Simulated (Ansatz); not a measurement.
Cost and result for the atomization energy of C2H7AlO2 (12 atoms, 12 bonds).

```xyz
12

C    -1.479   -0.254    0.601
C    -0.019   -0.561    0.470
O     0.798    0.694    0.816
Al    1.233   -0.069   -0.940
O     0.806    0.912   -2.263
H    -1.772    0.000    1.626
H    -1.783    0.568   -0.052
H    -2.048   -1.138    0.298
H     0.296   -1.348    1.158
H     1.333    0.567    1.604
H     2.694   -0.668   -0.928
H    -0.058    1.297   -2.389
```

Charge 0, multiplicity 1. The bonds changed during the relaxation, so this is another structure than the one it started from. Geometry: relaxed with PBE0-D4/def2-TZVP. It is one conformer, not always the lowest. Program: Ansatz. All runs use 4 threads of an Arm Neoverse V2 on a shared host. Times are those of one run each, without the atoms' runs, and a repeat can differ threefold. Electronic energies, without spin–orbit coupling; frozen cores. CCSD(T)/CBS adds CCSD(T) − MP2 in def2-TZVPP to the MP2 limit, and its time is that of the two runs behind it. T1 = 0.012. B3LYP takes the VWN-RPA correlation (the form of Gaussian; ORCA's B3LYP/G).

CCSD(T)/CBS is a level of theory with its own doubt, some kJ/mol a heavy atom from the limit and from the frozen cores, so smaller differences don't rank the functionals.

```json
{"level": "PBE0-D4/def2-TZVPP", "functions": "264", "atomization (kcal/mol)": "1054.6", "difference from CCSD(T)/CBS": "-8.9", "per bond": "-0.7"}
{"level": "ωB97M-V/def2-TZVPP (with forces)", "functions": "264", "atomization (kcal/mol)": "1063.0", "difference from CCSD(T)/CBS": "-0.5", "per bond": "0.0"}
{"level": "CCSD(T)/def2-TZVPP", "functions": "264", "atomization (kcal/mol)": "1035.1", "difference from CCSD(T)/CBS": "-28.4", "per bond": "-2.4"}
{"level": "B3LYP-D4/def2-TZVPP (with forces)", "functions": "264", "atomization (kcal/mol)": "1056.5", "difference from CCSD(T)/CBS": "-7.0", "per bond": "-0.6"}
{"level": "B2PLYP/def2-TZVPP", "functions": "264", "atomization (kcal/mol)": "1048.1", "difference from CCSD(T)/CBS": "-15.4", "per bond": "-1.3"}
{"level": "PBE-D4/def2-TZVPP (with forces)", "functions": "264", "atomization (kcal/mol)": "1075.2", "difference from CCSD(T)/CBS": "11.7", "per bond": "1.0"}
{"level": "r2SCAN-D4/def2-TZVPP (with forces)", "functions": "264", "atomization (kcal/mol)": "1062.9", "difference from CCSD(T)/CBS": "-0.6", "per bond": "-0.1"}
{"level": "CCSD(T)/CBS(def2)", "functions": "–", "atomization (kcal/mol)": "1063.5", "difference from CCSD(T)/CBS": "0.0", "per bond": "0.0"}
{"level": "ωB97X-V/def2-TZVPP", "functions": "264", "atomization (kcal/mol)": "1061.1", "difference from CCSD(T)/CBS": "-2.4", "per bond": "-0.2"}
{"level": "MP2/def2-QZVPP", "functions": "508", "atomization (kcal/mol)": "1071.0", "difference from CCSD(T)/CBS": "7.5", "per bond": "0.6"}
```

(1) Order the runs by time, with rough figures. (Estimate.)

Answers

(1) Computed: PBE-D4/def2-TZVPP (with forces) 2.1 s; PBE0-D4/def2-TZVPP 2.4 s; B3LYP-D4/def2-TZVPP (with forces) 3.6 s; r2SCAN-D4/def2-TZVPP (with forces) 3.9 s; B2PLYP/def2-TZVPP 4.3 s; ωB97X-V/def2-TZVPP 6.5 s; ωB97M-V/def2-TZVPP (with forces) 9 s; MP2/def2-QZVPP 21 s; CCSD(T)/def2-TZVPP 2.2 min; CCSD(T)/CBS(def2) 2.6 min.

From PBE to PBE0 (25 % exact exchange), in def2-TZVPP and without D4, the atomization energy moves by −19.9 kcal/mol: exact exchange takes away binding that semilocal exchange gives to molecules. In def2-TZVPP, CCSD(T) changes the Hartree–Fock value by +271.6 kcal/mol (the triples alone add +15.1 kcal/mol) and MP2 by +290.6 kcal/mol; breaking electron pairs costs correlation energy, which Hartree–Fock lacks. The D4 term adds +8.0 kcal/mol with B3LYP and +4.2 kcal/mol with PBE0; it sums over pairs of atoms, weighted by their polarisabilities, and B3LYP, whose exchange is more repulsive, gets the larger term.
